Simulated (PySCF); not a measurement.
**Excitation energy of I by level of theory**

I [Kr] 4d10 5s2 5p5 (2P) → I [Kr] 4d10 5s2 5p4 5d1 (high-spin determinant), as a difference of total energies. Calculation: PySCF 2.14, in aug-cc-pwCVTZ-DK3 with one added diffuse shell each of s, p, d, f type (11s10p8d5f1g, 125 functions); the spin-free X2C one-electron Hamiltonian (Gaussian nucleus). Correlated levels: valence: [Kr] 4d10 frozen; valence and next inner shell: [Ar] 3d10 frozen. The calculations carry no spin-orbit coupling.

```tsv
method	excitation energy (eV)
UHF	7.574
LDA	8.189
PBE	7.878
PBE0	8.007
r2SCAN	8.077
MP2 (valence)	8.118
SCS-MP2 (valence)	8.213
MP2 (valence and next inner shell)	8.295
SCS-MP2 (valence and next inner shell)	8.337
```

Task: How much does correlation contribute at MP2 (valence and next inner shell)?

Result: 8.295 − (7.574) = 0.721 eV, measured against UHF.

A first-order spin-orbit estimate (lowest level to lowest level, LS coupling) adds -0.012 eV.

The promoted electron is Rydberg-like, and one or two diffuse shells describe it only roughly, which tends to raise the upper state.

The determinant of the upper state mixes LS terms, which raises its energy above the lowest term, most at the Hartree-Fock and MP2 levels.
